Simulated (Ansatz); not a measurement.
Reaction (ligand exchange at the Sn–O bond): `C[O][SnH2][OH]` + CH₃NH₂ → `C[NH][SnH2][OH]` + CH₃OH

Program: Ansatz. Geometries: PBE0-D4/def2-TZVP. ΔE: electronic, gas phase. CCSD(T)/CBS adds triple-zeta CCSD(T) − MP2 to the extrapolated MP2 energy (def2 sets, frozen cores). This one scheme is used for every species. DFT in def2-TZVPP. Elements past krypton have def2 core potentials. For Sn outer-core shells are correlated without core-valence functions, which leaves a few kJ/mol of doubt a bond. One conformer a species, not always the lowest.

(1) Is it downhill or uphill in electronic energy at CCSD(T)/CBS, and by how much? (An estimate is asked.)

(2) What do these levels give: PBE-D4, r2SCAN-D4, r2SCAN, HF/def2-TZVPP, SCS-MP2/def2-TZVPP, CCSD(T)/def2-TZVPP? (Estimate.)

Largest T1 diagnostic among the species: 0.014.

Answers

(1) Ansatz gave: Uphill: ΔE = +20.0 kJ/mol.

(2) Computed: PBE-D4 18.9, r2SCAN-D4 23.3, r2SCAN 23.7, HF/def2-TZVPP 28.1, SCS-MP2/def2-TZVPP 18.8, CCSD(T)/def2-TZVPP 17.9 kJ/mol.

In def2-TZVPP, CCSD(T) changes the Hartree–Fock value by −10.2 kJ/mol (the triples alone add −1.0 kJ/mol) and MP2 by −12.1 kJ/mol.
